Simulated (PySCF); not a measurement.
# [Yb(H2O)3]3+: from a saddle point downhill

PySCF 2.14.0, RKS PBE0, Yb lcecp-1-SVP with ECP59, O def2-SVP, H def2-SVP; non-relativistic Hamiltonian with scalar-relativistic core potentials where named; density fitting; no spin-orbit coupling. Relaxed within the symmetry of its start, the geometry (D3h) is

```xyz
10

Yb    0.0000    0.0000    0.0000
O     2.2069    0.0000    0.0000
H     2.8253    0.0000    0.7723
H     2.8253    0.0000   -0.7723
O    -1.1035    1.9113    0.0000
H    -1.4126    2.4468    0.7723
H    -1.4126    2.4468   -0.7723
O    -1.1035   -1.9113    0.0000
H    -1.4126   -2.4467    0.7723
H    -1.4126   -2.4467   -0.7723
```

and its lowest harmonic modes are -205, -178, -178, -47, 55, 55 cm⁻¹ (negative: unstable). It was moved along the lowest mode and relaxed again, within the group D3 that the move left.

Q: Where does it end, and how much lower?

A: In D3, 0.129 eV lower, after 21 steps:
```xyz
10

Yb    0.0000    0.0000    0.0000
O     2.1960    0.0000    0.0000
H     2.8133   -0.7280    0.2612
H     2.8133    0.7279   -0.2612
O    -1.0980    1.9018    0.0000
H    -0.7762    2.8004    0.2612
H    -2.0371    2.0724   -0.2612
O    -1.0980   -1.9018    0.0000
H    -2.0371   -2.0724    0.2612
H    -0.7762   -2.8004   -0.2612
```

Q: How do the contacts change?

A: 
```
     contact  saddle (Å)  end (Å)
Yb1–O2 (H2O)       2.207    2.196
Yb1–O5 (H2O)       2.207    2.196
Yb1–O8 (H2O)       2.207    2.196
```


Q: Is the end a minimum?

A: Yes, as far as the noise of the softest modes lets one tell (those above −25 cm⁻¹ count as noise); lowest modes -20, 68, 68, 96, 96, 104 cm⁻¹.

An lcecp potential fixes the number of 4f electrons, so in runs with it no electron can move into or out of that shell.

State: singlet in the valence, with the 4f electrons in the core potential.
